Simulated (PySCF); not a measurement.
**Orbital picture of MnBr**

r²SCAN at R = 2.403 Å; PySCF, spin-free X2C with a Gaussian nucleus, basis sets Mn ANO-RCC-VDZP, Br ANO-RCC-VDZP. State: ⁷Σ⁺ (septet), unpaired electrons σ ↑↑, π ↑↑, δ ↑↑. Only the outer orbitals are listed, counted within each symmetry.

```csv
spin,orbital,occ.,ε (eV),on Mn (%),main shells (%)
α,14σ,1,-7.95,63,"37 Br p, 34 Mn s, 28 Mn d"
α,7π,1,-6.83,11,89 Br p
α,7π,1,-6.83,11,89 Br p
α,15σ,1,-5.25,80,"55 Mn s, 22 Mn p, 20 Br p"
α,8π,0,-1.40,95,95 Mn p
α,8π,0,-1.40,95,95 Mn p
α,16σ,0,1.59,95,"78 Mn p, 13 Mn s"
β,6π,1,-7.01,6,94 Br p
β,6π,1,-7.01,6,94 Br p
β,14σ,0,-2.94,101,"60 Mn d, 41 Mn s"
β,2δ,0,-2.84,100,100 Mn d
β,2δ,0,-2.84,100,100 Mn d
```

Task: Which are the highest filled and the lowest empty level, where do they sit, and how wide is the gap?

Result: Highest filled α 15σ at -5.25 eV (in %: 55 Mn s, 22 Mn p, 20 Br p); lowest empty β 14σ at -2.94 eV (in %: 60 Mn d, 41 Mn s); the gap at r²SCAN is 2.31 eV.

| Item | Value |
| --- | --- |
| bond order (Mayer) | 0.98 |
| ⟨S²⟩ | 12.006 |
| charge on Mn (Mulliken, basis-dependent) | 0.44 |
| charge on Mn (Löwdin, basis-dependent) | 0.13 |
| dipole moment (positive dipole means Mn(−)Br(+)) | -3.25 D |

Shares are Mulliken populations and can fall outside 0 to 100 %.

Spin–orbit coupling is left out. The state is the lowest single determinant that the PBE0 search found; with open d or f shells the true ground state can be another one.
